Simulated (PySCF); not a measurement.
C4H12NSi, SMILES CN(C)[Si](C)C, doublet at its GFN2-xTB optimised geometry (Å):

```
18

C     -2.1542    -1.2547     1.9955
N     -0.8185    -1.4299     1.4925
C     -0.2121    -2.6398     1.9786
Si    -0.3059    -0.6965     0.0000
C     -0.9546     1.0987     0.0000
C      1.6031    -0.6965     0.0000
H     -2.8160    -2.0756     1.6906
H     -2.1361    -1.2267     3.0895
H     -2.5697    -0.3210     1.6296
H      0.8013    -2.7261     1.5993
H     -0.7768    -3.5302     1.6735
H     -0.1779    -2.6225     3.0725
H     -0.4459     1.6763    -0.7652
H     -2.0186     1.1557    -0.2063
H     -0.7713     1.5797     0.9592
H      2.0186    -1.6763    -0.2128
H      1.9738    -0.0165    -0.7603
H      1.9928    -0.3676     0.9618
```

Method: unrestricted PBE0/def2-SVP (PySCF 2.14.0). Cells within 0.4 Å of a nucleus heavier than hydrogen are left out (blank, or x).

Map of the electrostatic potential (hartree/e), clipped to [-0.08, 0.12] on the plane z = 1.5 Å:

```
|00000000000000000000000000000|
|00000000000000000000000000000|
|00000000000000000000000000000|
|00000000000000000000000000000|
|00000000000000000000000000000|
|00000000000000000000000000000|
|00000000000111000000000000000|
|00000000002443100000000000000|
|00000000014996200000000000000|
|00000000016998200000000000000|
|00000000014996200000000000000|
|00011111012332000000000000000|
|00112332110000000000110000000|
|00124898310000000002432100000|
|00128999831100000026994100000|
|00139999974321000029996200000|
|00127999999995100027994100000|
|00015999999999610012442000000|
|00025999999xx9931001110000000|
|00139999999xx9963210000000000|
|00169999999999997531000000000|
|00269999779999999993100000000|
|00149996337999999996210000000|
|00123542126999999996210000000|
|00011111139999999994110000000|
|00000000149999955432100000000|
|00000000139999421111000000000|
|00000000125995210000000000000|
|00000000012221100000000000000|
```
Scale: ten equal steps from -0.002 (start of '0') to 0.120 (end of '9'), in the order '0123456789'; x runs from -4.50 to 4.50, y from -4.50 (bottom) to 4.50 (top).
